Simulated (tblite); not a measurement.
Species: C8H15P.
Geometry (GFN2-xTB, Å), atoms numbered from 1 in this order:
```
atom  x, y, z in Å
C1     1.1461    2.5550   -1.3385
C2     0.8981    1.5706   -0.6931
P3     0.5666    0.2448    0.4291
C4     1.9447   -0.8744   -0.1597
C5     3.2980   -0.3275    0.2732
C6    -0.8515   -0.5375   -0.5359
C7    -1.3109   -1.8016    0.1854
C8    -1.9888    0.4683   -0.7325
C9    -2.5245    1.0487    0.5698
H10    1.3574    3.3856   -1.9477
H11    1.9015   -0.9684   -1.2487
H12    1.7863   -1.8626    0.2807
H13    4.1012   -0.9830   -0.0590
H14    3.4590    0.6615   -0.1523
H15    3.3477   -0.2436    1.3574
H16   -0.4712   -0.8140   -1.5289
H17   -0.5205   -2.5498    0.1937
H18   -1.5800   -1.5844    1.2166
H19   -2.1776   -2.2307   -0.3157
H20   -2.8025   -0.0223   -1.2751
H21   -1.6210    1.2867   -1.3573
H22   -1.7172    1.5269    1.1239
H23   -2.9653    0.2755    1.1937
H24   -3.2873    1.7960    0.3620
```

Computed with GFN2-xTB (tblite): harmonic, unscaled wavenumbers at the GFN2-xTB geometry, gas phase. This tight-binding method is rough: wavenumbers can miss measured ones by several per cent, in bad cases by 10 to 20. One conformer, not necessarily the lowest.

Harmonic wavenumbers (cm⁻¹): 31.4, 68.1, 77.6, 109.7, 122.3, 142.4, 183.7, 215.9, 217.5, 246.2, 265.7, 297.6, 319.7, 366.4, 373.6, 504.8, 635.7, 654.1, 661.6, 682.0, 696.8, 775.1, 814.8, 882.2, 989.4, 997.6, 1011.9, 1014.0, 1028.2, 1062.4, 1075.0, 1151.5, 1156.6, 1214.7, 1231.0, 1252.6, 1268.9, 1292.8, 1348.9, 1410.1, 1410.4, 1410.9, 1443.3, 1484.6, 1491.8, 1495.4, 1496.6, 1501.2, 1501.3, 1510.5, 2189.6, 2875.0, 2933.9, 2944.9, 2950.5, 2969.5, 3008.7, 3010.9, 3016.4, 3022.4, 3022.8, 3029.8, 3030.9, 3034.3, 3043.0, 3362.7.

A = 1837, B = 1012, C = 745.9 MHz; mass 142.091 u (most abundant isotopes); point group C1, symmetry number 1.

Question: Zero-point energy?

Answer: ½Σν̃ = 45021 cm⁻¹ = 538.57 kJ/mol.

Question: Entropy at 500 K, 1 bar (ideal gas, RRHO, classical rotation)?

Answer: Translation 181.42, rotation 131.25, vibration 281.62: S = 594.3 J/(mol K).

Question: And Cp and H(500 K) − H(0)?

Answer: Cp = 289.19 J/(mol K), of which vibrations give 255.93 (their classical limit is 66 R = 548.8); H(500 K) − H(0) = 86.05 kJ/mol without the zero-point energy, 69.42 from vibrations.

Question: Which modes carry the vibrational entropy at 500 K?

Answer: 31.4 cm⁻¹: 28.31; 68.1 cm⁻¹: 21.88; 77.6 cm⁻¹: 20.80; 109.7 cm⁻¹: 17.94; 122.3 cm⁻¹: 17.04; 142.4 cm⁻¹: 15.79 J/(mol K); the other 60 give 159.87 together.

Question: How do the functions run with temperature in this model?

Answer: 
| T (K) | S (J/(mol K)) | Cp (J/(mol K)) | H − H(0) (kJ/mol) | G − H(0) (kJ/mol) | ln q(vib) |
| --- | --- | --- | --- | --- | --- |
| 100 | 313.5 | 101.3 | 6.53 | -24.82 | 2.69 |
| 200 | 400.1 | 151.8 | 19.31 | -60.71 | 6.57 |
| 300 | 470.6 | 199.5 | 36.85 | -104.32 | 10.26 |
| 800 | 752.1 | 382.3 | 187.87 | -413.81 | 26.73 |
| 1000 | 842.2 | 424.8 | 268.79 | -573.41 | 32.59 |

q(vib) and H(0) count from the zero-point level.

Question: What must be added to the electronic energy to get the Gibbs energy at 500 K and 1 bar?

Answer: ZPE + [H(500 K) − H(0)] − T·S = 538.57 + 86.05 − 297.14 = 327.48 kJ/mol.

Question: Blend soft modes into free rotors: weight 1/[1 + (100 cm⁻¹/ν̃)⁴] for the oscillator and the rest for a rotor with moment μB/(μ + B), μ = h/(8π²ν), B = 10⁻⁴⁴ kg m². What vibrational entropy results?

Answer: 259.23 J/(mol K) in place of 281.62, which changes −T·S at 500 K by +11.20 kJ/mol.

Hindered rotation and anharmonicity are outside this model. Other conformers, if any are populated, would add a mixing term that is left out. The structure is chiral; the term R ln 2 for an equal mix with its mirror image is left out.
